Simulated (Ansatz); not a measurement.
Consider the formal exchange of groups at the Si–F bond: `F[Si](F)(F)[SiH3]` + `C=C` → `C=C[Si](F)(F)[SiH3]` + H–F.

Isolated molecules relaxed with PBE0-D4/def2-TZVP in Ansatz; ΔE leaves out vibrations. CCSD(T)/CBS is the MP2 limit (def2-TZVPP, def2-QZVPP) plus CCSD(T) − MP2 in def2-TZVPP, frozen cores. This one scheme is used for every species. DFT in def2-TZVPP. B3LYP here is the variant with VWN-RPA as its local correlation; programs differ in this. One conformer a species, not always the lowest.

`F[Si](F)(F)[SiH3]`:

Z-matrix (Å, degrees):
```
Si
F 1 1.582
F 1 1.582 2 107.0
F 1 1.582 2 107.0 3 -114.3
Si 1 2.328 2 111.9 3 122.8
H 5 1.484 1 108.7 2 -60.0
H 5 1.484 1 108.7 2 60.0
H 5 1.484 1 108.7 2 -180.0
```

`C=C`:

```xyz
6

C     0.369   -0.549    0.013
C    -0.369    0.549   -0.013
H     0.049   -1.463   -0.474
H     1.326   -0.579    0.524
H    -0.049    1.463    0.474
H    -1.326    0.579   -0.524
```

`C=C[Si](F)(F)[SiH3]`:

```xyz
12

C    -1.303    1.560    1.195
C    -0.148    1.289    0.591
Si   -0.033    0.136   -0.842
F    -1.520   -0.199   -1.317
F     0.685    0.878   -2.059
Si    1.105   -1.871   -0.434
H    -2.239    1.129    0.852
H    -1.365    2.225    2.051
H     0.763    1.744    0.976
H     1.201   -2.680   -1.678
H     2.474   -1.565    0.060
H     0.380   -2.647    0.607
```

H–F:

```xyz
2

F    -0.448   -0.084    0.063
H     0.448    0.084   -0.063
```

```tsv
level	ΔE (kcal/mol)	difference from CCSD(T)/CBS
r2SCAN-D4	36.2	0.9
PBE0-D4	33.4	-1.9
B3LYP-D4	35.6	0.3
ωB97M-V	36.0	0.7
B2PLYP	37.4	2.1
HF/def2-QZVPP	41.9	6.6
MP2/def2-QZVPP	35.2	-0.1
SCS-MP2/def2-QZVPP	36.5	1.2
MP2/CBS(def2)	34.9	-0.4
CCSD/CBS(def2)	36.2	0.9
CCSD(T)/CBS	35.3	0
```

Largest T1 diagnostic among the species: 0.013.

The D4 term adds −2.4 kcal/mol with B3LYP and −1.4 kcal/mol with PBE0; it sums over pairs of atoms, weighted by their polarisabilities, and B3LYP, whose exchange is more repulsive, gets the larger term. In def2-TZVPP, CCSD(T) changes the Hartree–Fock value by −5.8 kcal/mol (the triples alone add −0.9 kcal/mol) and MP2 by −6.2 kcal/mol.
